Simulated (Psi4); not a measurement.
C$_{6}$H$_{12}$ (SMILES CC[C@H]1C[C@H]1C), singlet, geometry from GFN2-xTB; MP2/def2-SVP (Psi4).

The Psi4 input:
```
memory 2 GB

molecule {
0 1
C    -2.15313292    0.72925337    0.03224440
C    -1.28364797   -0.50948603   -0.16256203
C    -0.05177067   -0.46624225    0.71125229
C     1.18013719   -1.24317696    0.34568618
C     1.20525433    0.25734433    0.31287559
C     1.34610922    0.99047755   -0.99755898
H    -3.04083006    0.67649268   -0.59405829
H    -2.46890444    0.81221304    1.07001431
H    -1.59861333    1.62699371   -0.22864252
H    -1.86403761   -1.40132480    0.09185053
H    -0.99888787   -0.59388604   -1.21186134
H    -0.29654762   -0.42928738    1.76788394
H     1.17786615   -1.76095432   -0.60200301
H     1.72281801   -1.76334903    1.12059699
H     1.74049851    0.74431720    1.12129252
H     0.91923718    1.98990527   -0.92670630
H     2.39980686    1.09045010   -1.25521857
H     0.84989926    0.45940938   -1.80477300
}

set {
  basis def2-svp
  freeze_core true
}

energy('mp2')
print_variables()
```

What the program printed (banner, timings and long lists left out):

```
    SCF Algorithm Type (re)set to DF.

   => Loading Basis Set <=

    Name: DEF2-SVP
    Role: ORBITAL
    Keyword: BASIS

         ---------------------------------------------------------
                                   SCF
               by Justin Turney, Rob Parrish, Andy Simmonett
                          and Daniel G. A. Smith
                              RHF Reference
         ---------------------------------------------------------

  ==> Geometry <==

    Molecular point group: c1
    Full point group: C1

    Geometry (in Angstrom), charge = 0, multiplicity = 1:

       Center              X                  Y                   Z               Mass
    ------------   -----------------  -----------------  -----------------  -----------------
         C           -2.170331416958     0.746372639050     0.015117525839    12.000000000000
         C           -1.300846466958    -0.492366760950    -0.179688904161    12.000000000000
         C           -0.068969166958    -0.449122980950     0.694125415839    12.000000000000
         C            1.162938693042    -1.226057690950     0.328559305839    12.000000000000
         C            1.188055833042     0.274463599050     0.295748715839    12.000000000000
         C            1.328910723042     1.007596819050    -1.014685854161    12.000000000000
         H           -3.058028556958     0.693611949050    -0.611185164161     1.007825032230
         H           -2.486102936958     0.829332309050     1.052887435839     1.007825032230
         H           -1.615811826958     1.644112979050    -0.245769394161     1.007825032230
         H           -1.881236106958    -1.384205530950     0.074723655839     1.007825032230
         H           -1.016086366958    -0.576766770950    -1.228988214161     1.007825032230
         H           -0.313746116958    -0.412168110950     1.750757065839     1.007825032230
         H            1.160667653042    -1.743835050950    -0.619129884161     1.007825032230
         H            1.705619513042    -1.746229760950     1.103470115839     1.007825032230
         H            1.723300013042     0.761436469050     1.104165645839     1.007825032230
         H            0.902038683042     2.007024539050    -0.943833174161     1.007825032230
         H            2.382608363042     1.107569369050    -1.272345444161     1.007825032230
         H            0.832700763042     0.476528649050    -1.821899874161     1.007825032230

  Running in c1 symmetry.

  Rotational constants: A =      0.17529  B =      0.08805  C =      0.06884 [cm^-1]
  Rotational constants: A =   5255.11653  B =   2639.75989  C =   2063.79672 [MHz]
  Nuclear repulsion =  246.964997422248985

  Charge       = 0
  Multiplicity = 1
  Electrons    = 48
  Nalpha       = 24
  Nbeta        = 24

  ==> Algorithm <==

  SCF Algorithm Type is DF.
  DIIS enabled.
  MOM disabled.
  Fractional occupation disabled.
  Guess Type is SAD.
  Energy threshold   = 1.00e-08
  Density threshold  = 1.00e-08
  Integral threshold = 1.00e-12

  ==> Primary Basis <==

  Basis Set: DEF2-SVP
    Blend: DEF2-SVP
    Number of shells: 72
    Number of basis functions: 144
    Number of Cartesian functions: 150
    Spherical Harmonics?: true
    Max angular momentum: 2

   => Loading Basis Set <=

    Name: (DEF2-SVP AUX)
    Role: JKFIT
    Keyword: DF_BASIS_SCF

  ==> Integral Setup <==

  SCF_SUBTYPE=INCORE selected. In-core MEM_DF algorithm will be used.
  Using in-core AOs.

  ==> MemDFJK: Density-Fitted J/K Matrices <==

    J tasked:                   Yes
    K tasked:                   Yes
    wK tasked:                   No
    Algorithm:                 Core
    Schwarz Cutoff:           1E-12
    Mask sparsity (%):       2.0158
    Fitting Condition:        1E-10

   => Auxiliary Basis Set <=

  Basis Set: (DEF2-SVP AUX)
    Blend: DEF2-UNIVERSAL-JKFIT
    Number of shells: 222
    Number of basis functions: 666
    Number of Cartesian functions: 774
    Spherical Harmonics?: true
[...]
  Energy and wave function converged.

  ==> Post-Iterations <==

    Orbital Energies [Eh]
    ---------------------

    Doubly Occupied:

[...]
    Virtual:

[...]
    Final Occupation by Irrep:
              A
    DOCC [    24 ]
    NA   [    24 ]
    NB   [    24 ]

  @DF-RHF Final Energy:  -234.00074918721947

   => Energetics <=

    Nuclear Repulsion Energy =            246.9649974222489845
    One-Electron Energy =                -803.6850067282261989
    Two-Electron Energy =                 322.7192601187577452
    Total Energy =                       -234.0007491872194691

Computation Completed

Properties will be evaluated at   0.000000,   0.000000,   0.000000 [a0]

Properties computed using the SCF density matrix

 Multipole Moments:

 ------------------------------------------------------------------------------------
     Multipole            Electronic (a.u.)      Nuclear  (a.u.)        Total (a.u.)
 ------------------------------------------------------------------------------------

 L = 1.  Multiply by 2.5417464519 to convert [e a0] to [Debye]
 Dipole X            :          1.5533470           -1.5600213           -0.0066743
 Dipole Y            :         -1.5239271            1.5528348            0.0289077
 Dipole Z            :          1.5462407           -1.5535249           -0.0072842
 Magnitude           :                                                    0.0305493

 ------------------------------------------------------------------------------------

  //>>>>>>>>>>>>>>>>>>>>>>>>>>>>>>>>>>>//
  //               DFMP2               //
  //<<<<<<<<<<<<<<<<<<<<<<<<<<<<<<<<<<<//

   => Loading Basis Set <=

    Name: (DEF2-SVP AUX)
    Role: RIFIT
    Keyword: DF_BASIS_MP2

	 --------------------------------------------------------
	                          DF-MP2
	      2nd-Order Density-Fitted Moller-Plesset Theory

	        Rob Parrish, Justin Turney, Andy Simmonett,
	           Ed Hohenstein, and C. David Sherrill
	 --------------------------------------------------------

   => Auxiliary Basis Set <=

  Basis Set: (DEF2-SVP AUX)
    Blend: DEF2-SVP-RI
    Number of shells: 168
    Number of basis functions: 456
    Number of Cartesian functions: 510
    Spherical Harmonics?: true
    Max angular momentum: 3

	 --------------------------------------------------------
	                 NBF =   144, NAUX =   456
	 --------------------------------------------------------
	   CLASS    FOCC     OCC    AOCC    AVIR     VIR    FVIR
	   PAIRS       6      24      18     120     120       0
	 --------------------------------------------------------

	-----------------------------------------------------------
	 ==================> DF-MP2 Energies <====================
	-----------------------------------------------------------
	 Reference Energy          =    -234.0007491872194691 [Eh]
	 Singles Energy            =      -0.0000000000000000 [Eh]
	 Same-Spin Energy          =      -0.1974095423510323 [Eh]
	 Opposite-Spin Energy      =      -0.6572301746097463 [Eh]
	 Correlation Energy        =      -0.8546397169607787 [Eh]
	 Total Energy              =    -234.8553889041802449 [Eh]
	-----------------------------------------------------------
	 ================> DF-SCS-MP2 Energies <==================
	-----------------------------------------------------------
	 SCS Same-Spin Scale       =       0.3333333333333333 [-]
	 SCS Opposite-Spin Scale   =       1.2000000000000000 [-]
	 SCS Same-Spin Energy      =      -0.0658031807836774 [Eh]
	 SCS Opposite-Spin Energy  =      -0.7886762095316956 [Eh]
	 SCS Correlation Energy    =      -0.8544793903153730 [Eh]
	 SCS Total Energy          =    -234.8552285775348309 [Eh]
	-----------------------------------------------------------

  Variable Map:
  ----------------------------------------------------------------------------
[...]
  Array Variable Map:
  ----------------------------------------------------------------------------
[...]
[...]
```
